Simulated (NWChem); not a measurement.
System: C5H8NO, doublet; SMILES CN1C(=O)C[CH]C1

Here is an NWChem input.

```
start job
memory heap 200 mb stack 900 mb global 1100 mb
geometry units angstroms noautoz
  C      1.092208    -1.788302     0.000000
  N      0.517932    -0.462573     0.000000
  C      1.332164     0.743309     0.000000
  C      0.314153     1.842477     0.000000
  C     -1.063127     1.277336     0.000000
  C     -0.838578    -0.241199     0.000000
  O     -1.700215    -1.106316     0.000000
  H      0.267404    -2.503754     0.000000
  H      1.713883    -1.950862    -0.890681
  H      1.713883    -1.950862     0.890681
  H      1.997462     0.770164    -0.882840
  H      1.997462     0.770164     0.882840
  H      0.569624     2.894157     0.000000
  H     -1.667703     1.556903    -0.877171
  H     -1.667703     1.556903     0.877171
end
basis spherical
  C library 6-31g*
  N library 6-31g*
  O library 6-31g*
  H library 6-31g*
end
dft
  odft
  mult 2
  xc hfexch
  iterations 150
  mulliken
end
task dft energy
```

In the optimisation the excess spin sits in a" (Cs, its own frame). Coordinates come from a B3LYP/6-31G* (spherical d), spin-unrestricted optimisation. No stability test was run on the SCF state.

### Question
Give the results of this calculation. (UHF/6-31G* (spherical d).) Quantities: energy (Ha); highest occupied level (eV); lowest empty minus highest occupied level, either spin (eV); dipole (D); <S²>.

### Answer
```
Quantity                                                       Value
-----------------------------------------------------------  -------
energy (Ha)                                                  -323.28
highest occupied level (eV)                                    -9.49
lowest empty minus highest occupied level, either spin (eV)    13.30
dipole (D)                                                      4.11
<S²>                                                           0.765
```
